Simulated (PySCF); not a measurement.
Pm⁴⁷⁺: ionisation energy

Pm⁴⁷⁺ [Ne] 3s2 3p2 (3P) → Pm⁴⁸⁺ [Ne] 3s2 3p1 (2P), as a difference of total energies. All numbers are calculated (PySCF 2.14, the spin-free X2C one-electron Hamiltonian (Gaussian nucleus), in an uncontracted even-tempered set (18 s from 10 bohr⁻², ratio 2.5; 12 p from 13 bohr⁻², ratio 2.5; 4 d from 52 bohr⁻², ratio 2.7; 4 f from 77 bohr⁻², ratio 2.7)). Correlated levels: outer shells: 1s2 frozen; virtual orbitals above 40 to 60 times the deepest correlated orbital energy dropped. The calculations carry no spin-orbit coupling.

| method | ionisation energy (eV) |
| --- | --- |
| UHF | 3970.5 |
| MP2 (outer shells) | 3971.1 |
| SCS-MP2 (outer shells) | 3970.8 |
| CCSD (outer shells) | 3971.0 |
| CCSD(T) (outer shells) | 3971.0 |

Spin-orbit coupling is strong in these open shells (close to jj coupling). The scalar numbers leave it out and a first-order estimate fails, so it can dominate the gap to the real levels.

Breit and QED terms and the two-electron picture change are absent.

For comparison: 4056 ± 4 eV (theoretical estimate listed by NIST; NIST Atomic Spectra Database, ionization energies).
